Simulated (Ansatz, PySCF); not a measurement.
Species: GaF3, net charge 0, singlet state. 
Geometry from a B3LYP-D3(BJ)/def2-TZVP (Ansatz, a quantum-chemistry and plane-wave program) optimisation:
```
Ga
F 1 1.7337
F 1 1.7337 2 120.00
F 1 1.7337 2 120.00 3 -180.00
```

Property: atomisation energy (electronic, to ground-state atoms), in kcal/mol. Correlated levels leave the core frozen unless marked. Open shells are spin-unrestricted. Spin-orbit coupling is left out. Frozen are the shells of the preceding noble gas and the d and f shells that filled before the atom's block. Non-relativistic. The coupled-cluster limit lacks core correlation, which all-electron functionals hold. Basis-set limits of correlation are two-point, X^-3; Hartree-Fock from the larger set. [CCSD(T)-MP2]/basis is that difference in the basis named.

```
level                                                                 program  atomisation energy (kcal/mol)  minus last row
-------------------------------------------------------------  --------------  -----------------------------  --------------
HF/def2-TZVPD                                                           PySCF                          233.1          -117.1
PBE0-D4/def2-TZVP                                              Ansatz + dftd4                          327.7           -22.5
PBE0/def2-TZVP                                                         Ansatz                          326.6           -23.6
r2SCAN0/def2-TZVPD                                                     Ansatz                          322.7           -27.5
M06-2X/def2-TZVPD                                                       PySCF                          339.8           -10.4
HSE06-D4/def2-TZVPD                                            Ansatz + dftd4                          328.6           -21.6
wB97X-V/def2-TZVPD                                                     Ansatz                          337.8           -12.4
B2GP-PLYP/def2-TZVPD                                                   Ansatz                          337.7           -12.5
RI-MP2/cc-pVTZ                                                         Ansatz                          361.3            11.1
RI-MP2/CBS(aug-cc-pVTZ,aug-cc-pVQZ)                                    Ansatz                          376.8            26.6
RI-MP2/CBS(cc-pVTZ,cc-pVQZ)                                            Ansatz                          376.0            25.8
SCS-MP2/6-31G                                                          Ansatz                          302.6           -47.6
SCS-MP2/6-31G*                                                         Ansatz                          334.9           -15.3
CCSD(T)/aug-cc-pVTZ                                                    Ansatz                          341.0            -9.2
RI-MP2/CBS(aug-cc-pVTZ,aug-cc-pVQZ)+[CCSD(T)-MP2]/aug-cc-pVTZ          Ansatz                          350.2             0.0
```
